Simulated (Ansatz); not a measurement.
Task: Name a neutral molecule of C and H with LUMO energy (PBE0/def2-TZVPP) between 0.20 and 0.50 eV and LUMO energy (B3LYP/def2-TZVPP) between 0.15 and 0.45 eV (Ansatz, PBE0-D4/def2-TZVP geometry).

Result: `C=CC1CC1` (0.43 eV, 0.18 eV); `C1=C[C@H]2C[C@H]2C1` (0.46 eV, 0.22 eV); `C#CC1(C#C)CC1` (0.44 eV, 0.21 eV); `C=C1CCCCC1` (0.42 eV, 0.17 eV); `CC/C=C\C(C)(C)C` (0.49 eV, 0.25 eV). Other molecules can fit too; these were computed, each in one conformer that needn't be the lowest.

B3LYP here is the variant with VWN-RPA as its local correlation; programs differ in this.
